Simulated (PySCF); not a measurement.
H4O3Sn, SMILES [OH][SnH]([OH])[OH].

Geometry: PBE0-D3(BJ)/def2-SVP. The def2 effective core potentials stand for the cores of Sn; spin–orbit coupling is left out. One conformer was computed; it need not be the lowest.

The numbers are results of C-PCM-ωB97X/def2-SVP (PySCF), not measurements.

The values are the electrostatic part of the solvation free energy, E(continuum) − E(gas) at the gas-phase geometry, in a cavity of scaled van der Waals radii (PySCF's table); cavitation and dispersion terms are not included. A continuum can't describe solvent molecules that bind to the metal. In vacuum the orbital gap is 12.36 eV. The dipole moment in vacuum is 0.65 D.

| solvent | ε | ΔG(elec) (kcal/mol) | dipole (D) | gap (eV) |
|---|---|---|---|---|
| water | 78.36 | -10.4 | 0.72 | 12.50 |
| dimethylsulfoxide | 46.83 | -10.3 | 0.72 | 12.50 |
| cyclohexanone | 15.62 | -9.9 | 0.72 | 12.50 |
